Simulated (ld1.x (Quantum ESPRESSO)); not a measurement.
## Reading a pseudo-wave (N)

Columns: radius, all-electron u(r) and pseudo u(r) of the 2s shell (level -18.55 eV) of nitrogen in the configuration [He] 2s1.75 2p3.25; PBEsol, non-relativistic, PAW scheme, ld1.x (Quantum ESPRESSO) 7.5.

```tsv
r (bohr)	all-electron	pseudo
0.093	0.3757	-0.1254
0.185	0.3214	-0.2471
0.278	0.1098	-0.3657
0.370	-0.1331	-0.4764
0.463	-0.3590	-0.5792
0.555	-0.5437	-0.6697
0.648	-0.6863	-0.7479
0.740	-0.7859	-0.8101
0.833	-0.8499	-0.8562
0.925	-0.8832	-0.8838
1.018	-0.8930	-0.8930
1.110	-0.8844	-0.8844
1.203	-0.8621	-0.8621
1.295	-0.8304	-0.8304
1.388	-0.7917	-0.7917
1.480	-0.7493	-0.7493
1.573	-0.7042	-0.7042
1.665	-0.6586	-0.6586
1.758	-0.6128	-0.6128
1.850	-0.5685	-0.5685
1.943	-0.5251	-0.5251
2.035	-0.4842	-0.4842
2.128	-0.4449	-0.4449
2.220	-0.4083	-0.4083
2.313	-0.3737	-0.3737
2.405	-0.3417	-0.3417
```

How many radial nodes do the two functions have?

The all-electron 2s function has n − l − 1 = 1; the pseudo-wave has 0, since the states of the same l below it are removed with the core.

At about which radius was the pseudo-wave matched?

1.00 bohr, where the columns begin to agree (steps of 0.09 bohr).

Is the pseudo-wave norm-conserving?

No, it belongs to a PAW set: the norm inside the radius is not constrained, and the difference is carried by the augmentation charge.
